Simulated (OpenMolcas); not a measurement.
## Cl VI: effect of the basis set

* Program: OpenMolcas
* Method: CASSCF
* Active space: 2 electrons in 4 orbitals (3s 3p)
* State averaging: 2S+1 = 3 even, 3 roots; 2S+1 = 1 even, 7 roots; 2S+1 = 3 odd, 3 roots; 2S+1 = 1 odd, 3 roots
* Spin-orbit coupling: state interaction with AMFI integrals over the reference wave functions, term energies averaged over their components

A. ANO-RCC-VDZP [4s3p1d], DKH2, point nucleus; cost roughly 10 core-seconds
B. ANO-L-VTZP [5s4p2d1f], non-relativistic, point nucleus; cost roughly 14 core-seconds
C. ANO-RCC-VTZP [5s4p2d1f], DKH2, point nucleus; cost roughly 10 core-seconds
D. ANO-R2 [5s4p3d1f], X2C, finite nucleus; cost of the order of 11 core-seconds
E. ANO-RCC-VQZP [6s5p3d2f1g], DKH2, point nucleus; cost of the order of 12 core-seconds
F. ANO-R3 [6s5p4d3f1g], X2C, finite nucleus; cost of the order of 8 core-seconds

Energies in cm-1 above 3s2 1S0.

```csv
Level,A,B,C,D,E,F
3s2 1S0,0.0,0.0,0.0,0.0,0.0,0.0
3s 3p 3P* 0,102932,95842,97590,98736,97649,97840
3s 3p 3P* 1,103333,96355,98105,99252,98159,98350
3s 3p 3P* 2,104150,97403,99160,100309,99202,99394
3s 3p 1P* 1,165661,162077,163833,163486,163998,163930
3p2 3P0,246435,232587,236256,238288,236473,236803
3p2 3P1,246861,233134,236806,238846,237018,237353
3p2 3P2,247645,234126,237805,239853,238007,238350
3p2 1D2,263712,251252,254932,256449,255153,255351
3p2 1S0,298312,288973,292513,292753,292769,292677
```

Among A to F the level of the table that moves most is 3p2 3P0, by 14000 cm-1 (lowest in B, highest in A).

The ¹D term of p² mixes with s d, which this space lacks. The basis is small and was not contracted for so high a charge (holds for A). Only configurations of the active space appear.

* marks odd parity.
